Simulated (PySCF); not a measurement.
This PySCF input asks for the NMR shieldings of `[SiH3][SiH2]B(Cl)Cl`, BCl₂H₅Si₂; the geometry comes from GFN2-xTB.

```python
import basis_set_exchange as bse
import numpy as np
from pyscf import gto, dft
from pyscf.prop import nmr

atoms = """
Si    1.639285   -0.347638   -0.275992
Si   -0.344734    0.856458   -0.096986
B    -1.847975   -0.303594    0.443530
Cl   -2.793246   -1.157637   -0.722450
Cl   -2.195400   -0.631182    2.103244
H     2.744267    0.494385   -0.734129
H     2.046192   -0.927173    1.006497
H     1.529857   -1.463879   -1.219360
H    -0.617776    1.522235   -1.379258
H    -0.151587    1.962680    0.852379
"""
names = dict.fromkeys(["Si", "B", "Cl", "H"], "pcSseg-1")
basis = {el: gto.basis.parse(bse.get_basis(n, elements=[el], fmt="nwchem")) for el, n in names.items()}
mol = gto.M(atom=atoms, basis=basis, charge=0, verbose=0)
mf = dft.RKS(mol, xc="PBE0")
mf.grids.level = 2
mf.grids.alignment = dft.numint.BLKSIZE   # the property module wants whole blocks of grid points
mf.conv_tol = 1e-9
mf.kernel()

calc = nmr.RKS(mf)   # GIAO
C = mf.mo_coeff
Co = C[:, mf.mo_occ > 0]
resp = mf.gen_response(singlet=True, hermi=2)
def vind(x):   # induced exchange potential for any number of trial vectors
    d = np.einsum("pi,xij,qj->xpq", C, 2 * x.reshape(-1, C.shape[1], Co.shape[1]), Co, optimize=True)
    return np.einsum("xpq,pi,qj->xij", resp(d - d.transpose(0, 2, 1)), C, Co, optimize=True).ravel()
mo1, _ = nmr.rhf.solve_mo1(calc, with_cphf=vind)
sigma = calc.kernel(mo1)
for i, s in enumerate(sigma):   # ppm
    w = np.linalg.eigvalsh((s + s.T) / 2)
    print("%2d %-2s iso %8.1f  s11 %8.1f  s22 %8.1f  s33 %8.1f" % (i, mol.atom_pure_symbol(i), w.mean(), *w))
```

Question: Give the expected output.

Answer: 
```
 0 Si iso    463.1  s11    456.0  s22    456.5  s33    476.8
 1 Si iso    462.2  s11    430.5  s22    466.3  s33    489.7
 2 B  iso     23.9  s11    -48.0  s22     24.8  s33     95.0
 3 Cl iso    546.4  s11    159.6  s22    594.8  s33    884.6
 4 Cl iso    547.5  s11    160.5  s22    595.1  s33    887.1
 5 H  iso     28.1  s11     24.8  s22     25.4  s33     34.3
 6 H  iso     28.2  s11     24.6  s22     26.5  s33     33.4
 7 H  iso     28.2  s11     24.6  s22     26.6  s33     33.4
 8 H  iso     28.1  s11     24.5  s22     26.4  s33     33.4
 9 H  iso     28.1  s11     24.5  s22     26.3  s33     33.4
```

These numbers come from an equivalent density-fitted implementation of the same equations, which agrees with the script to about 0.01 ppm for H and up to a few tenths of a ppm for heavy atoms, so last digits may differ.

Size and cost of the density-fitted run: 138 basis functions, 26 s wall time on 1 thread of an Arm Neoverse N1, shared host; peak memory 0.68 GiB.
